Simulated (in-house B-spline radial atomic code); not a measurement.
Results of a calculation; reference values are marked as such.
**Fe in an electron gas of r_s = 2.2: phase shifts, screening, friction and resistivity**

A nucleus sits in a uniform electron gas with a rigid positive background. The Kohn-Sham equations are solved self-consistently in the spin-unpolarised LDA (PW92), non-relativistic, on B-splines with outgoing waves at the boundary and partial waves to l = 8. The model has no lattice, no bands and no magnetic solution. Atomic units; δ_l are the phase shifts at the Fermi level, counted so that each bound state adds π, and good to about 0.0005.

The density parameter is r_s = 2.2 bohr, near that of the valence electrons of Ga (3 per atom, density 5.91 g/cm³, mass 69.72 u, which gives r_s = 2.19).

| l | δ_l (rad) |
| --- | --- |
| 0 | 9.1292 |
| 1 | 6.3654 |
| 2 | 2.5113 |
| 3 | 0.0051 |
| 4 | 0.0016 |
| 5 | 0.0000 |
| 6 | -0.0001 |
| 7 | -0.0003 |
| 8 | -0.0002 |

Bound levels below the band bottom (hartree): s -253.5, s -28.83, p -24.82, s -2.673, p -1.509.

(1) Check the Friedel sum rule, and say where the screening charge sits.

(2) Find the transport cross section and the electronic stopping of a 5 keV Fe ion (mass 55.84 u).

(3) What residual resistivity would 1 atomic per cent of such centres give in Ga?

(4) On a substitutional site the background of one host ion, a sphere holding 3 charges, is taken out. The phase shifts for l = 0 to 4 become 8.6666, 5.9048, 2.0699, -0.0627, -0.0144. What follows?

## Answers

(1) k_F = (9π/4)^(1/3)/r_s = 0.87234. The rule is Z = (2/π) Σ (2l + 1) δ_l. The terms are s 5.812, p 12.157, d 7.994, f 0.023 and 0.003 beyond, in all 25.989 against Z = 26. Bound states hold 6 s, 12 p, 0 d electrons, so the scattering states carry 7.99 in all; where a term is smaller than its bound count, the bound level has drawn weight out of the band.

(2) σ_tr = (4π/k_F²) Σ (l + 1) sin²(δ_l − δ_(l+1)). The terms for l = 0 to 3 are 0.1361, 0.8547, 1.0567, 0.0000, all together 2.0476, so σ_tr = 16.513 × 2.0476 = 33.812 bohr². With n = 3/(4π r_s³) = 0.02242, the friction coefficient is Q = n k_F σ_tr = 0.6613. For v well below v_F = 0.872, dE/dx = Q v; with 24801 eV per u at v = 1, v = √(5000/(24801 × 55.84)) = 0.0601, so dE/dx = 0.03974 hartree/bohr = 20.4 eV/nm. The largest term couples the d and f waves.

(3) Δρ = k_F n_i σ_tr/n in atomic units of 21.74 μΩ·cm. With one host atom per 3 electrons, n_i/n = 0.01/3, so Δρ = 0.8723 × 0.00333 × 33.812 × 21.74 = 2.14 μΩ·cm. This is an atom added to the gas, as on an interstitial site.

(4) The Friedel sum is now 22.99, for Z − 3 = 23. The sum in σ_tr is 3.1130, so σ_tr = 51.41 bohr² and Δρ = 3.25 μΩ·cm per atomic per cent, 1.52 times the value above. A real host ion scatters too, so this model doesn't give zero even for the host's own atom.
